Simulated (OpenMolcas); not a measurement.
**Ru4+: moving or changing the point charges**

Ru4+ among 6 point charges of -1.7 e arranged as a tetragonal octahedron (D4h), 1.98 Å from the ion, with the axial distance 2.356 Å.

* Program: OpenMolcas
* Method: SS-CASPT2, IPEA 0.25 Eh, imaginary shift 0.1 Eh (closed shells correlated: 4s 4p)
* Basis: ANO-RCC-VTZP [7s6p4d2f1g]
* Scalar Hamiltonian: DKH2, point nucleus
* Active space: 4 electrons in 5 orbitals (4d)
* State averaging: 2S+1 = 5 even, 5 roots; 2S+1 = 3 even, 45 roots; 2S+1 = 1 even, 50 roots
* Spin-orbit coupling: RASSI with atomic mean-field integrals over the reference wave functions

Runs around this geometry, states (labels of D4, the rotations of D4h). Energies in cm-1 above the lowest state or level, χT in cm3 K/mol.

```tsv
R (Å)	q (e)	Axial / equatorial distance	Ground state	First state of that spin	First gap with spin-orbit (degeneracies)	χT at 300 K	First state of another spin
1.98	-1.7	1.09	5B1	5A1 4200	22 (1, 1)	2.234	3E 16270
1.98	-0.85	1.19	5B1	5B2 3330	36 (1, 1)	1.683	3E 18280
1.82	-1.7	1.19	5B1	5B2 9650	12 (1, 1)	2.487	3E 16310
1.98	-1.7	1.19	5B1	5B2 6470	15 (1, 1)	2.254	3E 17670
2.15	-1.7	1.19	5B1	5B2 4360	21 (1, 1)	1.948	3E 18310
```

Taking the first state of the same spin as R^-n, n = -ln(4360 / 9650) / ln(2.15 / 1.82) = 4.8 between the shortest and longest distance.

Scaling the charges by -0.85 / -1.7 = 0.50 scales the first state of the same spin by 3330 / 6470 = 0.51; with fixed orbitals a first-order splitting would follow the charge.

Point charges give a weaker field than real ligands, and real ions of this kind are as a rule low spin; the high spin found here belongs to the model. Free-ion shares, where given, are those of the reference states; single-state CASPT2 does not remix them. Point charges carry no covalency, so the field is a model and not that of real ligands. No measured value stands beside these numbers.
